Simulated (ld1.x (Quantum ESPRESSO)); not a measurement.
**Ga (Z = 31): variants of one TM potential**

Base potential:

ld1.x (Quantum ESPRESSO) 7.5 input, shortened:

```
&input
   title='Ga', zed=31., rel=1, dft='PBE', iswitch=3,
   config='[Ar] 3d10 4s2 4p1'
 /
 &inputp
   pseudotype=2, tm=.true., lloc=2,
   nlcc=.false.
 /
3
4S  1  0   2.00   0.00  1.60  1.60  0.0
4P  2  1   1.00   0.00  2.25  2.25  0.0
3D  3  2  10.00   0.00  1.40  1.40  0.0
 &test
   configts(1)='3d10 4s2 4p1'
 /
```

All-electron outer shells of the reference configuration (PBE, scalar-relativistic, ld1.x):

```tsv
shell	level (eV)	outermost node (bohr)	outermost maximum (bohr)
3s	-148.13	0.27	0.56
3p	-98.86	0.24	0.56
3d	-19.15	–	0.53
4s	-8.95	0.81	1.90
4p	-2.58	0.87	2.53
```

Cutoffs, loose and tight: the cutoffs (Ry, on a coarse ladder) from which the occupation-weighted sum of valence levels, in a spherical-Bessel basis at the reference potential, stays within 10 and 1 mRy of its value at 400 Ry. They do not see the model core or the augmentation charge, which bear on the density cutoff. Test errors are all-electron minus pseudo excitation energies from the reference, over the configurations 3d10 4s2 4p0; 3d10 4s1 4p0; 3d10 4s0 4p0; 3d10 4s1 4p2; 3d9 4s2 4p2; 3d10 4s2 4p1.3; 3d10 4s0 4p3. A dash means not determined; rows that change the core or the reference have their own tests. The largest error is taken over the tests solved by every variant that gives reliable tests at all: 3d10 4s0 4p0; 3d10 4s1 4p0; 3d10 4s2 4p0.

A true bound ghost makes a file unfit for plane-wave use even where its test errors are small: the radial tests pick states by their node count and pass the ghost by. Where a test does run into it, the solver fails or the error is huge.

Cutoffs are not given where the Bessel-basis levels miss the radial ones by over 6 mRy, ghosts where they miss by over 20 mRy; a channel whose overlap is not positive is not tested.

```csv
change,outcome,"cutoff, loose","cutoff, tight",bound ghosts,largest test error (meV)
base,generated,160 Ry,260 Ry,"s, p",+103
local potential the p channel,generated,160 Ry,260 Ry,s,+93
wave 3d (bound): rc 1.40 bohr becomes 3d (bound): rc 1.46 bohr,generated,140 Ry,260 Ry,"s, p",+103
wave 4p (bound): rc 2.25 bohr becomes 4p (bound): rc 1.44 bohr,generated,160 Ry,260 Ry,"s, p",+108
"all radii scaled by about 1.09 (s 1.74, p 2.44, d 1.52 bohr)",generated,140 Ry,230 Ry,"s, p",+96
reference 3d10 4s1.5 4p1.5,generated,160 Ry,260 Ry,"s, p",+13 over the solved tests; 1 of 7 tests not solved or not reliable
core correction a·sin(br)/r model core inside 1.56 bohr,generated,160 Ry,260 Ry,"s, p",+3.2
wave 4p (bound): rc 2.25 bohr becomes 4p (bound): rc 2.62 bohr,generated,160 Ry,260 Ry,"s, p",+96
wave 4s (bound): rc 1.60 bohr becomes 4s (bound): rc 1.44 bohr,generated,160 Ry,260 Ry,"s, p",+111
wave 3d (bound): rc 1.40 bohr becomes 3d (bound): rc 1.54 bohr,generated,140 Ry,230 Ry,"s, p",+96
```

(1) What comes out with this change to the base: wave 4s (bound): rc 1.60 bohr becomes 4s (bound): rc 2.18 bohr?

(2) What comes out with this change to the base: local potential all-electron potential smoothed inside 1.85 bohr (lloc = -2)?

(3) What comes out with this change to the base: type ultrasoft; waves now 4s (bound): rcut 1.40, rcutus 1.60 bohr; 4s channel at 1.75 Ry: rcut 1.40, rcutus 1.60 bohr; 4p (bound): rcut 1.95, rcutus 2.25 bohr; 4p channel at 0.3 Ry: rcut 1.95, rcutus 2.25 bohr; 3d (bound): rcut 1.20, rcutus 1.40 bohr; 3d channel at 1.55 Ry: rcut 1.20, rcutus 1.40 bohr; local potential all-electron potential smoothed inside 1.60 bohr (lloc = -1); augmentation built from norm-conserving waves at rcut, not smoothed further?

## Answers

(1) outcome: generated; cutoff, loose: 160 Ry; cutoff, tight: 260 Ry; bound ghosts: s, p; largest test error (meV): +81.

(2) outcome: generated; cutoff, loose: 160 Ry; cutoff, tight: 260 Ry; bound ghosts: none; largest test error (meV): +102.

(3) outcome: generated; bound ghosts: not determined; largest test error (meV): +105.
